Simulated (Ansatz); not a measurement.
ClFGe₂H₂O (`[F][Ge@H]1[O][Ge@H]1[Cl]`). Total charge 0; spin multiplicity 1.

Z-matrix (Å, degrees):
```
Ge
O 1 1.813
Ge 1 2.314 2 50.7
F 1 1.730 2 111.0 3 110.2
H 1 1.532 2 116.2 3 -128.7
Cl 3 2.135 1 120.4 2 95.3
H 3 1.532 1 131.5 2 -89.1
```

Question: What are the harmonic wavenumbers in cm⁻¹ at PBE0-D4/def2-TZVP (Ansatz, finite differences of forces, unscaled)? (An estimate is asked.)

Answer: Computed: 80, 120, 165, 241, 302, 373, 448, 609, 646, 700, 713, 731, 765, 2163, 2168.

Question: Is this a minimum?

Answer: Yes, all 15 modes are real.

Question: Give the ideal-gas thermochemistry at 298.15 K and 1 bar (rigid rotor, harmonic oscillator; point group C1, symmetry number 1).

Answer: Zero-point energy 61.2 kJ/mol; H(298) − E = 82.4 kJ/mol; entropy 366.3 J/(mol·K), of which translation 176.0, rotation 121.4, vibration 68.9; G(298) − E = -26.8 kJ/mol. Modes under 100 cm⁻¹ are hindered rotations or soft bends, so the harmonic entropy is rough.
